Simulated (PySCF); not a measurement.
## How methods differ on the ionisation energy of Te³⁷⁺

Te³⁷⁺ [Ne] 3s2 3p3 [3p1/2^2 3p3/2^1, M_J = 3/2] → Te³⁸⁺ [Ne] 3s2 3p2 [3p1/2^2, M_J = 0], as a difference of total energies. Calculation: PySCF 2.14, in an even-tempered Gaussian basis (19 s from 7.3 bohr⁻², ratio 2.4; 14 p from 9.5 bohr⁻², ratio 2.4; 4 d from 35 bohr⁻², ratio 2.6; 4 f from 52 bohr⁻², ratio 2.6); the two-component X2C-1e Hamiltonian. Correlated levels: 1s2 frozen; the 56 highest virtual spinors dropped. "Screened" scales the spin-orbit matrix elements by Boettger's factors to mimic the two-electron term; Breit and QED terms are absent.

```
                    method  ionisation energy (eV)
           GHF (spin-free)                  2584.8
          GMP2 (spin-free)                  2585.1
 GHF (screened spin-orbit)                  2553.8
GMP2 (screened spin-orbit)                  2554.1
```

Breit and QED terms and the two-electron picture change are absent.

The spin-free rows relax to the high-spin LS determinant and lack the spin-orbit shift.

The labels give the starting determinants; with spin-orbit coupling the two ends relaxed to ⟨J²⟩ = 3.75, ⟨L²⟩ = 2.23, ⟨S²⟩ = 1.66 and ⟨J²⟩ = 0.00, ⟨L²⟩ = 1.34, ⟨S²⟩ = 1.34.

For comparison: 2552 ± 4 eV (theoretical estimate listed by NIST; NIST Atomic Spectra Database, ionization energies).
